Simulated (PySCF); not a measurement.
C3H6Cl2Si, SMILES C/C=C/[SiH](Cl)Cl.

Geometry: B3LYP-D3(BJ)/def2-SVP. The structure was generated by enumeration; whether it is a known compound was not checked. The values are those of a single conformer.

All values below come from B3LYP-D3(BJ)/def2-SVP run with PySCF 2.14.0.

Frequencies are harmonic and unscaled.

| mode | ν (cm⁻¹) | IR (km/mol) | moving atoms (share of kinetic energy) |
|---|---|---|---|
| 1 | 54 | 0.0 | Cl 37 %, C 33 %, H 23 % |
| 2 | 108 | 0.0 | H 59 %, C 23 %, Cl 17 % |
| 3 | 132 | 3.0 | C 38 %, Si 26 %, H 18 %, Cl 18 % |
| 4 | 170 | 4.5 | Cl 71 %, C 19 % |
| 5 | 196 | 1.4 | H 76 %, C 23 % |
| 6 | 274 | 2.8 | C 60 %, H 20 %, Cl 17 % |
| 7 | 289 | 3.5 | C 39 %, Cl 37 %, Si 15 %, H 9 % |
| 8 | 386 | 5.4 | C 46 %, H 24 %, Si 23 % |
| 9 | 533 | 69.5 | Si 49 %, Cl 38 % |
| 10 | 571 | 121.4 | Si 57 %, Cl 37 % |
| 11 | 757 | 3.2 | H 68 %, C 31 % |
| 12 | 784 | 182.1 | H 38 %, C 32 %, Si 29 % |
| 13 | 819 | 161.1 | H 89 %, Si 8 % |
| 14 | 824 | 57.0 | H 79 %, C 19 % |
| 15 | 956 | 5.1 | H 56 %, C 41 % |
| 16 | 1008 | 20.7 | H 91 %, C 9 % |
| 17 | 1062 | 1.6 | H 62 %, C 38 % |
| 18 | 1096 | 9.5 | C 55 %, H 45 % |
| 19 | 1243 | 7.6 | H 68 %, C 32 % |
| 20 | 1331 | 5.1 | H 82 %, C 18 % |
| 21 | 1389 | 1.0 | H 77 %, C 23 % |
| 22 | 1449 | 8.2 | H 96 % |
| 23 | 1451 | 22.2 | H 94 % |
| 24 | 1694 | 83.2 | C 91 %, H 9 % |
| 25 | 2268 | 87.7 | H 97 % |
| 26 | 3019 | 14.7 | H 97 % |
| 27 | 3083 | 9.1 | H 91 %, C 9 % |
| 28 | 3108 | 3.0 | H 92 %, C 8 % |
| 29 | 3131 | 14.0 | H 91 %, C 9 % |
| 30 | 3137 | 6.9 | H 92 %, C 8 % |
